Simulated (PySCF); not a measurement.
Point-charge models of `CC(=O)c1cncpc1` against its computed dipole.

Coordinates (GFN2-xTB, Å) and charges (e) from the PBE0/pcSseg-1 density (PySCF):

```json
{"atom": "C1", "x": "2.277", "y": "0.529", "z": "0.453", "Mulliken": "-0.2561", "IAO": "-0.4796", "Hirshfeld": "-0.1220", "ESP-fitted": "-0.4756"}
{"atom": "C2", "x": "1.413", "y": "-0.587", "z": "-0.075", "Mulliken": "+0.2779", "IAO": "+0.3833", "Hirshfeld": "+0.1664", "ESP-fitted": "+0.7240"}
{"atom": "O3", "x": "1.882", "y": "-1.642", "z": "-0.435", "Mulliken": "-0.3520", "IAO": "-0.4058", "Hirshfeld": "-0.2176", "ESP-fitted": "-0.4983"}
{"atom": "C4", "x": "-0.061", "y": "-0.340", "z": "-0.139", "Mulliken": "-0.3657", "IAO": "-0.0805", "Hirshfeld": "-0.0207", "ESP-fitted": "-0.6659"}
{"atom": "C5", "x": "-0.631", "y": "0.885", "z": "0.215", "Mulliken": "+0.2209", "IAO": "+0.0026", "Hirshfeld": "+0.0282", "ESP-fitted": "+0.6253"}
{"atom": "N6", "x": "-1.919", "y": "1.163", "z": "0.185", "Mulliken": "-0.3758", "IAO": "-0.2501", "Hirshfeld": "-0.1494", "ESP-fitted": "-0.7355"}
{"atom": "C7", "x": "-2.819", "y": "0.292", "z": "-0.199", "Mulliken": "-0.1695", "IAO": "-0.2162", "Hirshfeld": "-0.0288", "ESP-fitted": "+0.4467"}
{"atom": "P8", "x": "-2.577", "y": "-1.355", "z": "-0.741", "Mulliken": "+0.4459", "IAO": "+0.3558", "Hirshfeld": "+0.1092", "ESP-fitted": "-0.2718"}
{"atom": "C9", "x": "-0.852", "y": "-1.396", "z": "-0.577", "Mulliken": "-0.2489", "IAO": "-0.3245", "Hirshfeld": "-0.0818", "ESP-fitted": "+0.2813"}
{"atom": "H10", "x": "3.312", "y": "0.198", "z": "0.468", "Mulliken": "+0.1485", "IAO": "+0.1731", "Hirshfeld": "+0.0553", "ESP-fitted": "+0.1380"}
{"atom": "H11", "x": "2.189", "y": "1.404", "z": "-0.187", "Mulliken": "+0.1504", "IAO": "+0.1650", "Hirshfeld": "+0.0572", "ESP-fitted": "+0.1341"}
{"atom": "H12", "x": "1.969", "y": "0.800", "z": "1.460", "Mulliken": "+0.1491", "IAO": "+0.1643", "Hirshfeld": "+0.0563", "ESP-fitted": "+0.1318"}
{"atom": "H13", "x": "-0.014", "y": "1.709", "z": "0.549", "Mulliken": "+0.0960", "IAO": "+0.1577", "Hirshfeld": "+0.0525", "ESP-fitted": "+0.0152"}
{"atom": "H14", "x": "-3.839", "y": "0.663", "z": "-0.166", "Mulliken": "+0.1396", "IAO": "+0.1668", "Hirshfeld": "+0.0475", "ESP-fitted": "+0.0522"}
{"atom": "H15", "x": "-0.334", "y": "-2.315", "z": "-0.834", "Mulliken": "+0.1398", "IAO": "+0.1881", "Hirshfeld": "+0.0473", "ESP-fitted": "+0.0985"}
```

Problem. What dipole does each set of charges give (1 e·Å = 4.803 D), and what does the density give?

Solution. The full density gives (0.22, 1.57, 0.66) D, 1.72 D in size; dipole vectors point from the negative to the positive end.

```csv
scheme,μx,μy,μz,size (D),share of the full size (%),angle to the full dipole (°)
Mulliken,-0.85,0.72,0.31,1.15,67,55
IAO,-1.48,0.85,0.26,1.73,101,67
Hirshfeld,-0.44,0.76,0.28,0.93,54,36
ESP-fitted,0.19,1.56,0.66,1.71,100,1
```

Problem. Which set comes closest?

Solution. Length of the difference vector: ESP-fitted 0.04 D, Hirshfeld 1.11 D, Mulliken 1.41 D, IAO 1.89 D. Closest: ESP-fitted. 

Problem. What is left for the Hirshfeld atoms' own dipoles?

Solution. The Hirshfeld atoms' densities add up to the full density, so μ = Σ q r + Σ (atomic dipoles). The atomic dipoles sum to (0.22, 1.57, 0.66) − (-0.44, 0.76, 0.28) = (0.66, 0.81, 0.38) D, 1.11 D in size.

Problem. With the origin at the mean of the coordinates, (0.000, 0.001, -0.001) Å, which are the largest single terms, by size, of the Mulliken dipole along the direction of the full one?

Solution. P8 -3.98, O3 +2.41, C9 +1.92, H15 -1.66, N6 -1.60 D; all 15 atoms together +0.66 D. The single terms depend on the origin, their sum doesn't.

Problem. Give the size of the full dipole in other units.

Solution. 1.72 D = 0.675 au = 0.357 e·Å = 5.72 × 10⁻³⁰ C·m.

One conformer (not necessarily the lowest) at the GFN2-xTB geometry, without solvent, vibrations or thermal averaging. GFN2-xTB frequencies show an imaginary mode (32i cm⁻¹), so this geometry is no minimum at that level.

Conformer computed: `[CH3:1][C:2](=[O:3])[c:4]1[cH:5][n:6][cH:7][p:8][cH:9]1`: C1–C2–C4–C5 3°.
